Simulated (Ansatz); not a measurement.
Species: H$_{5}$NSi$_{2}$, SMILES `[SiH3]N=[SiH2]` (charge 0, multiplicity 1), formula H₅NSi₂.

**Question.** How many basis functions does frozen-core CCSD(T)/cc-pVQZ // PBE0-D3(BJ)/def2-TZVP (Ansatz, a quantum-chemistry and plane-wave program) use, how many core orbitals are frozen, and how many electrons are correlated?

**Answer.** 323 basis functions and 11 frozen orbitals, which leaves 18 correlated electrons. Core time is of the order of minutes.
